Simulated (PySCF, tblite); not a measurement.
Isomers of C7H10Cl2Si, one GFN2-xTB conformer each. Single-point energies are computed at PBE0/pcSseg-1 (PySCF, gas phase, no added dispersion term), electronic only.

```tsv
SMILES	GFN2-xTB relative energy (kcal/mol)
C=C(C)[Si@H](Cl)C1=C(Cl)CC1	0.0
C=CC[Si@H](Cl)C1=C(Cl)CC1	1.5
```

Conformers: `[CH2:1]=[C:2]([CH3:3])[Si@H:4]([Cl:5])[C:6]1=[C:7]([Cl:8])[CH2:9][CH2:10]1` with C1–C2–Si4–Cl5 -125°, C2–Si4–C6–C7 -24°; `[CH2:1]=[CH:2][CH2:3][Si@H:4]([Cl:5])[C:6]1=[C:7]([Cl:8])[CH2:9][CH2:10]1` with C1–C2–C3–Si4 -107°, C2–C3–Si4–Cl5 60°, C3–Si4–C6–C7 -37°.

Task: What does PBE0/pcSseg-1 give for the same structures?

Result: 
```tsv
SMILES	PBE0/pcSseg-1 E (Eh)	PBE0/pcSseg-1 (kcal/mol)	GFN2-xTB (kcal/mol)	point group
C=C(C)[Si@H](Cl)C1=C(Cl)CC1	-1481.81396	0.0	0.0	C1
C=CC[Si@H](Cl)C1=C(Cl)CC1	-1481.81242	1.0	1.5	C1
```

Both levels put the same isomer lowest. Neighbours under 2.5 kcal/mol apart (C=C(C)[Si@H](Cl)C1=C(Cl)CC1 and C=CC[Si@H](Cl)C1=C(Cl)CC1) can change places with a better method, another conformer or zero-point energy.

Task: Which frontier levels, dipoles and rotational constants go with these structures?

Result: 
| SMILES | HOMO (eV, PBE0/pcSseg-1) | LUMO (eV) | dipole (D) | A, B, C (MHz) |
| --- | --- | --- | --- | --- |
| C=C(C)[Si@H](Cl)C1=C(Cl)CC1 | -7.32 | -0.70 | 1.27 | 1002, 680.0, 458.6 |
| C=CC[Si@H](Cl)C1=C(Cl)CC1 | -7.17 | -0.70 | 1.31 | 1044, 598.8, 452.5 |

Task: What happens when harmonic zero-point energies from GFN2-xTB frequencies are added?

Result: 
| SMILES | ZPE (kcal/mol) | electronic (kcal/mol) | with ZPE (kcal/mol) |
| --- | --- | --- | --- |
| C=C(C)[Si@H](Cl)C1=C(Cl)CC1 | 91.8 | 0.0 | 0.0 |
| C=CC[Si@H](Cl)C1=C(Cl)CC1 | 91.7 | 1.0 | 0.9 |

The zero-point energies span 0.1 kcal/mol. The order is unchanged.

Task: As an exercise, what shares would exp(−E/RT) give at 1000 K from these electronic energies alone (no entropy, no degeneracies)?

Result: RT = 1.987 kcal/mol: C=C(C)[Si@H](Cl)C1=C(Cl)CC1 61.9 %, C=CC[Si@H](Cl)C1=C(Cl)CC1 38.1 %.
